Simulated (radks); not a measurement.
Q: Coherent X-ray form factor from a spherical all-electron density. All-electron calculation, Dirac Kohn-Sham, LDA (Slater exchange, Perdew-Wang correlation), spin-unpolarised, spherical densities, point nucleus. Program: a radial shooting solver on a logarithmic mesh with Libxc functionals.

sin(theta)/lambda (1/angstrom),f0 (electrons)
0.05,59.418
0.1,57.760
0.15,55.265
0.2,52.247
0.25,49.017
0.3,45.820
0.4,40.061
0.5,35.344
0.6,31.465
0.8,25.381
1,21.041
1.25,17.538
1.5,15.240
2,11.628

The species is in the configuration that NIST lists as its ground one. Which atom or ion scatters so?

A: The gadolinium ion Gd4+, [Xe] 4f6. Extrapolating in s^2 from the first two rows gives f0(0) = 60.0, near the electron count 60; among species with that count, the fall with angle is slower the higher Z, and the table is that of Z = 64; from so few rows the species is fixed only to a neighbour or two.
